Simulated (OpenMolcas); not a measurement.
Computed transition rates of Ni III

```
Program             : OpenMolcas 26.06
Method              : SS-CASPT2, IPEA 0.25 Eh, imaginary shift 0.1 Eh (closed shells correlated: 3s 3p)
Basis               : ANO-RCC-VQZP [7s6p4d3f2g1h]
Scalar Hamiltonian  : DKH2, point nucleus
Active space        : 8 electrons in 10 orbitals (3d 4d)
State averaging     : 2S+1 = 3 even, 10 roots; 2S+1 = 1 even, 15 roots
Spin-orbit coupling : RASSI with atomic mean-field integrals over the reference wave functions, term energies averaged over their components
```

Rates come from the transition moments of the reference wave functions (E1 and E2 in the length form). At fixed line strength A goes as λ^-3 for E1 and M1 and as λ^-5 for E2, so a rate at the computed wavelength can be rescaled to the measured one. Measured vacuum wavelengths follow from level energies in Corliss and Sugar, J. Phys. Chem. Ref. Data 10, 197 (1981). Branching counts decays inside the model space alone, at computed energies, and the table is only a selection of the E2 and M1 lines, drawn from those between levels with measured partners whose computed energy lies within a factor of 1.5 of the measured one.

| Upper | Lower | Type | λ computed (nm) | λ measured (nm) | A computed (s-1) | A rescaled (s-1) | Branching % |
| --- | --- | --- | --- | --- | --- | --- | --- |
| 3d⁸ ¹S₀ | 3d⁸ ¹D₂ | E2 | 255.7 | 259.7 | 1.52e+01 | 1.41e+01 | 66.1 |
| 3d⁸ ¹S₀ | 3d⁸ ³P₁ | M1 | 280.4 | 281.3 | 6.01e+00 |  | 26.2 |
| 3d⁸ ¹S₀ | 3d⁸ ³P₂ | E2 | 277.8 | 278.8 | 1.56e+00 |  | 6.8 |
| 3d⁸ ¹D₂ | 3d⁸ ³F₃ | M1 | 809.6 | 789.2 | 5.14e-01 |  | 69.8 |
| 3d⁸ ¹G₄ | 3d⁸ ³F₄ | M1 | 428.7 | 432.7 | 3.69e-01 |  | 66.3 |
| 3d⁸ ¹D₂ | 3d⁸ ³F₂ | M1 | 873.8 | 850.2 | 2.18e-01 |  | 29.6 |
| 3d⁸ ¹S₀ | 3d⁸ ³F₂ | E2 | 197.8 | 199 | 2.10e-01 |  | 0.9 |
| 3d⁸ ¹G₄ | 3d⁸ ³F₃ | M1 | 455.1 | 459.8 | 1.85e-01 |  | 33.3 |
| 3d⁸ ³P₂ | 3d⁸ ¹D₂ | M1 | 3203 | 3802 | 1.27e-01 |  | 40.9 |
| 3d⁸ ³P₁ | 3d⁸ ¹D₂ | M1 | 2897 | 3394 | 1.07e-01 |  | 58.0 |
| 3d⁸ ³P₂ | 3d⁸ ³F₃ | M1 | 646.3 | 653.6 | 8.08e-02 |  | 26.1 |
| 3d⁸ ³P₂ | 3d⁸ ³F₄ | E2 | 594.1 | 600.2 | 7.45e-02 | 7.08e-02 | 24.0 |
| 3d⁸ ³P₀ | 3d⁸ ³F₂ | E2 | 659.9 | 668.4 | 6.67e-02 | 6.26e-02 | 98.6 |
| 3d⁸ ³F₃ | 3d⁸ ³F₄ | M1 | 7366 | 7349 | 6.53e-02 | 6.58e-02 | 100.0 |
| 3d⁸ ³P₁ | 3d⁸ ³F₃ | E2 | 632.8 | 640.3 | 5.41e-02 | 5.10e-02 | 29.4 |
| 3d⁸ ³F₂ | 3d⁸ ³F₃ | M1 | 11010 | 11000 | 2.68e-02 | 2.69e-02 | 100.0 |
| 3d⁸ ³P₁ | 3d⁸ ³F₂ | E2 | 671.3 | 679.9 | 1.96e-02 | 1.84e-02 | 10.6 |
| 3d⁸ ³P₂ | 3d⁸ ³F₂ | M1 | 686.5 | 694.8 | 1.35e-02 |  | 4.3 |
| 3d⁸ ³P₂ | 3d⁸ ³F₃ | E2 | 646.3 | 653.6 | 1.32e-02 | 1.25e-02 | 4.3 |
| 3d⁸ ¹D₂ | 3d⁸ ³F₄ | E2 | 729.4 | 712.7 | 4.01e-03 |  | 0.5 |
| 3d⁸ ³P₁ | 3d⁸ ³F₂ | M1 | 671.3 | 679.9 | 2.99e-03 |  | 1.6 |
| 3d⁸ ³P₀ | 3d⁸ ³P₁ | M1 | 38760 | 39540 | 9.28e-04 | 8.74e-04 | 1.4 |

Spin-changing lines and M1 lines between different terms are not rescaled, since their strength hangs on the term gaps too.

The largest correction is for 3d⁸ ¹S₀ → 3d⁸ ¹D₂ (E2): 1.52e+01 × (255.7 / 259.7)^5 = 1.41e+01 s-1, a factor of 0.93.

The computed rate and branching of 3d⁸ ³F₃ → 3d⁸ ³F₄ give the upper level a radiative lifetime of 1.000 / 6.53e-02 s-1 = 1.53e+01 s, counting decays inside the model space alone. The rescaled rate gives about 1.5e+01 s.

These are rates of the free ion; in crystals, glasses and complexes forced electric-dipole and non-radiative decay shorten such lifetimes by orders of magnitude. No measured rate stands beside these. Rescaling mends the energy factor alone: line strengths can still be far off where a level mixes with configurations outside the active space, and weak or spin-changing lines hang on small mixing coefficients that depend on the term gaps too, so rescaling need not improve them.

CASPT2 does not keep the components of a term degenerate, so their means are used; among the terms shown or strongly mixed into the levels shown the widest spread is 610 cm-1 (3d⁸ ¹G). Active for correlation alone: 4d; no level in the range computed is led by a configuration that fills it, so any true level of that kind is missing. Measured partners are found by configuration, term and J. A level has none where our copy of the source lacks it or the pairing is in doubt (some pairs that miss far off the trend of their configuration count as doubtful). Levels of configurations outside the active space are missing.
